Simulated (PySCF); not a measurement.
From one molecule to another.

First species: C5H2ClFO2.
SMILES: `O=C(F)c1cc(Cl)co1`

Second species: C₅H₂ClFO₂.
SMILES: `C(c1occc1Cl)(F)=O`

Levels: PBE0/def2-SVPD for dipole moment, HOMO energy, LUMO energy, HOMO–LUMO gap, static isotropic polarisability and electronic spatial extent ⟨r²⟩ about the centre of nuclear charge; TDDFT PBE0/def2-SVPD for lowest singlet excitation; TDA PBE0/def2-SVPD for lowest triplet excitation (Tamm–Dancoff); GFN2-xTB for rotational constant A and rotational constant C. Geometries: GFN2-xTB. Each species is one conformer at its optimised geometry, gas phase, non-relativistic unless stated; the electronic structure was computed with PySCF and density fitting.

Dipoles, sizes and rotational constants follow the conformer. The torsions of the flexible species, by atom-mapped SMILES:
- `[O:1]=[C:2]([F:3])[c:4]1[cH:5][c:6]([Cl:7])[cH:8][o:9]1`: O1–C2–C4–C5 180°
- `[O:1]=[C:2]([F:3])[c:4]1[o:5][cH:6][cH:7][c:8]1[Cl:9]`: O1–C2–C4–O5 180°

Values for the first species:

- Dipole moment: 3.25 D
- HOMO energy: -7.77 eV
- LUMO energy: -2.32 eV
- HOMO–LUMO gap: 5.45 eV
- Lowest singlet excitation: 4.90 eV
- Lowest triplet excitation (Tamm–Dancoff): 3.23 eV
- Static isotropic polarisability: 79.9 au
- Electronic spatial extent ⟨r²⟩ about the centre of nuclear charge: 1599 bohr²
- Rotational constant A: 4.059 GHz
- Rotational constant C: 0.611 GHz

Problem. Estimate the same properties for the second species, and the change in each.

Solution. 
```tsv
property	first	second	second less first
dipole moment	3.25 D	4.78 D	+1.53 D
HOMO energy	-7.77 eV	-7.78 eV	-0.01 eV
LUMO energy	-2.32 eV	-2.21 eV	+0.11 eV
HOMO–LUMO gap	5.45 eV	5.57 eV	+0.12 eV
lowest singlet excitation	4.90 eV	5.13 eV	+0.23 eV
lowest triplet excitation (Tamm–Dancoff)	3.23 eV	3.24 eV	+0.01 eV
static isotropic polarisability	79.9 au	78.3 au	-1.6 au
electronic spatial extent ⟨r²⟩ about the centre of nuclear charge	1599 bohr²	1273 bohr²	-326 bohr²
rotational constant A	4.059 GHz	1.877 GHz	-2.182 GHz
rotational constant C	0.611 GHz	0.798 GHz	+0.187 GHz
```

On the first: A dipole of 3.25 D is allowed in Cs, and pure rotational transitions are dipole-allowed. The principal polarisabilities are 46.9, 74.7 and 118.3 au; their mean is the isotropic value.

On the second: The polarisability is 11.61 Å³ as a volume (1 au = 0.148185 Å³), or 1.06 au for each of the 74 electrons. No computed singlet falls in the visible range (750 to 380 nm, 1.65 to 3.26 eV); S1 lies 1.87 eV above its blue end.
